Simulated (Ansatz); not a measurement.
The first iterations of a band of CH₅NOSi (9 atoms, charge 0, multiplicity 1).

Method: RKS revPBE-D4/6-31G* (Ansatz 0.2.0).

* movable images: 5
* climbing image: yes
* spring: 5.0 eV/Å²
* optimiser: quadratic models (default)
* start path: IDPP
* force threshold: 0.05 eV/Å
* iteration limit: 60
* end points: relaxed

Image 0:

```xyz
9
Properties=species:S:1:pos:R:3
N -0.374 0.863 -0.211
C -0.288 -0.246 0.852
Si 0.710 -0.812 -0.643
O 0.244 -1.759 -1.788
H -1.304 0.956 -0.629
H -0.019 1.779 0.078
H 0.215 0.113 1.760
H -1.275 -0.671 1.075
H 2.090 -0.224 -0.493
```

Image 6:

```xyz
9
Properties=species:S:1:pos:R:3
N -0.320 0.888 -0.184
C -0.301 -0.254 0.848
Si 0.738 -0.794 -0.630
O 2.286 -0.717 -0.777
H -1.245 1.151 -0.535
H 0.199 1.718 0.117
H 0.165 0.060 1.790
H -1.308 -0.663 1.006
H -0.214 -1.389 -1.636
```

| iteration | highest image above the first end (eV) | largest band force component (eV/Å) |
| --- | --- | --- |
| 1 | 1.475 | 2.053 |
| 2 | 1.174 | 2.039 |
| 3 | 0.484 | 1.668 |

**Question.** Does the band converge within its limit, and where does its top end?

**Answer.** The run converged. It ended after 10 iterations with the highest image 0.251 eV above the first end. A vibrational analysis at the climbing image gives one clearly imaginary mode, 267i cm⁻¹, and a faint second one (21i cm⁻¹) that may be numerical noise or a soft torsion: probably a first-order saddle point.

Run time: 3.1 min on 1 CPU thread of a shared host.
